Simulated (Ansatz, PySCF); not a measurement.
Energy difference 3 R1 + R2 → 3 P1 + P2, each structure at its B3LYP-D3(BJ)/def2-TZVP stationary point, reached from a drawn start (curvature not checked).
P1: CH4 (SMILES C), charge 0, multiplicity 1.
R1: H2 (SMILES [H][H]), charge 0, multiplicity 1.
P2, SiH4 (SMILES [SiH4]) (charge 0, multiplicity 1, Z-matrix in Å and degrees):
```
Si
H 1 1.4803
H 1 1.4803 2 109.47
H 1 1.4803 2 109.47 3 120.00
H 1 1.4803 2 109.47 3 -120.00
```
R2, C3H10Si (SMILES C[SiH](C)C) (charge 0, multiplicity 1):
| atom | x (Å) | y (Å) | z (Å) |
|---|---|---|---|
| Si | 0.0576 | 0.2125 | 0.4399 |
| C | -0.9235 | 1.3720 | -0.6648 |
| C | 1.7536 | -0.1095 | -0.2996 |
| C | -0.8688 | -1.4050 | 0.6694 |
| H | 0.2318 | 0.8557 | 1.7715 |
| H | -1.0722 | 0.9328 | -1.6545 |
| H | -1.9081 | 1.5827 | -0.2421 |
| H | -0.4062 | 2.3247 | -0.7970 |
| H | 2.3444 | -0.7705 | 0.3382 |
| H | 1.6664 | -0.5827 | -1.2808 |
| H | 2.3131 | 0.8199 | -0.4261 |
| H | -1.0162 | -1.9080 | -0.2896 |
| H | -1.8526 | -1.2381 | 1.1132 |
| H | -0.3194 | -2.0865 | 1.3224 |

P less R. No zero-point or thermal terms.

Cores are frozen in the correlated methods.

Run with Ansatz (Gaussian orbitals); PySCF for the D3/D4 terms. No computed number here is a measurement.

Total energies in hartree:

| structure | PBE/def2-TZVPP | B3LYP-D3(BJ)/def2-TZVPP | CCSD(T)/cc-pV(T+d)Z |
|---|---|---|---|
| P1 | -40.464286 | -40.541031 | -40.438100 |
| R1 | -1.166122 | -1.180145 | -1.172336 |
| P2 | -291.721620 | -291.920350 | -291.440117 |
| R2 | -409.582526 | -409.969360 | -409.204534 |

### Question
Work out the reaction energy at each level in kcal/mol (1 hartree = 627.50947 kcal/mol), and say how far PBE/def2-TZVPP lies from CCSD(T)/cc-pV(T+d)Z.

### Answer
- PBE/def2-TZVPP: 3 × (-40.464286) + (-291.721620) − (-409.582526) − 3 × (-1.166122) = -0.033586 hartree = -21.08 kcal/mol
- B3LYP-D3(BJ)/def2-TZVPP: 3 × (-40.541031) + (-291.920350) − (-409.969360) − 3 × (-1.180145) = -0.033648 hartree = -21.11 kcal/mol
- CCSD(T)/cc-pV(T+d)Z: 3 × (-40.438100) + (-291.440117) − (-409.204534) − 3 × (-1.172336) = -0.032875 hartree = -20.63 kcal/mol
PBE/def2-TZVPP less CCSD(T)/cc-pV(T+d)Z: -0.45 kcal/mol. CCSD(T)/cc-pV(T+d)Z is the level counted from, the highest shown, and no exact or measured value.

Ansatz is an electronic-structure program.
